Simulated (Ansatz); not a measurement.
Process, species as SMILES: [SiH3][AsH] (SiAsH4) → [SiH3][AsH-] (an electron is taken up)

Wanted: adiabatic electron affinity (0 K, with zero-point energies), in eV. Positive where the reaction releases energy. Terms: six Cartesian d functions in 6-31G* and its kin unless marked 5d; non-relativistic; dispersion terms only where a functional's name holds one; open shells spin-unrestricted; no spin-orbit coupling. Ab initio and DFT rows: single points at B3LYP-D3(BJ) geometries (Ansatz, an electronic-structure program), with unscaled harmonic terms from B3LYP/6-31G* (LANL2DZ past Ar) at its own minima. Anions need diffuse functions, which STO-3G, LANL2DZ, def2-SVP, cc-pVDZ and Pople sets without + lack.

```json
[
 {"species": "[SiH3][AsH] (SiAsH4)", "coefficient": "+1", "E at B3LYP/6-31G* (Ansatz), Eh": "-2527.50549", "E at wB97X-V/def2-TZVPD (Ansatz), Eh": "-2527.49782", "zero-point energy, kcal/mol": "19.60"},
 {"species": "[SiH3][AsH-]", "coefficient": "-1", "E at B3LYP/6-31G* (Ansatz), Eh": "-2527.55860", "E at wB97X-V/def2-TZVPD (Ansatz), Eh": "-2527.55953", "zero-point energy, kcal/mol": "19.12"}
]
```

 1 Eh = 27.2114 eV and 1 eV = 23.0605 kcal/mol.

Work the quantity out at each level.


- B3LYP/6-31G*: the sum of coefficient times E is 0.05311 Eh, or 1.445 eV; the thermal terms add 0.021. Result: 1.47 eV.
- wB97X-V/def2-TZVPD: the sum of coefficient times E is 0.06171 Eh, or 1.679 eV; the thermal terms add 0.021. Result: 1.70 eV.
